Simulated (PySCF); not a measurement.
A structure optimised at PBE0-D3(BJ)/def2-SVP, used in a PySCF frequency run:

```xyz
5

Cl    -1.4442     0.8338     1.0001
C      0.0000     0.0000     0.4184
Cl     0.0000    -1.6676     1.0001
Cl     1.4442     0.8338     1.0001
Br     0.0000     0.0000    -1.5291
```

**Question.** Write its SMILES, formula and point group.

**Answer.** ClC(Cl)(Cl)Br, CBrCl₃, C3v

**Question.** What are its rotational constants (standard atomic weights)?

**Answer.** 1.7087, 1.1418, 1.1418 GHz
